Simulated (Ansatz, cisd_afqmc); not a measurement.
Species: Sn, charge 0, triplet.

Total energies in def2-QZVPP, 4 correlated electrons, 9 frozen orbitals. UHF or UKS for unpaired electrons; spin-orbit terms are left out. Correlated methods leave the cores frozen (noble-gas shells, and filled d and f shells in the p block). Past Kr the def2 sets carry scalar-relativistic core potentials. The Monte Carlo rows (phaseless AFQMC, CISD trial, step 0.005/hartree) carry one-sigma bars that omit the constraint's bias. Outlying blocks are dropped, and bars are widened where a walk drifts. Over all cases where full CI ran beside it in this data, AFQMC minus full CI had a median of +0.1 mEh and passed +0.4 mEh in a tenth of the cases. Spin-orbit terms, left out, reach several kcal/mol for Br and I, and more for heavier atoms.

| method | program | energy (Eh) | minus CCSDT(Q) (mEh) |
|---|---|---|---|
| HF | Ansatz | -213.34066 | 60.73 |
| MP2 | Ansatz | -213.38736 | 14.04 |
| CCSD | Ansatz | -213.39907 | 2.33 |
| CCSD(T) | Ansatz | -213.40091 | 0.48 |
| CCSDT(Q) | Ansatz | -213.40140 | 0.00 |
| AFQMC/CISD | cisd_afqmc | -213.4012 ± 0.0001 | 0.2 ± 0.1 |

Ansatz is a program for electronic structure.
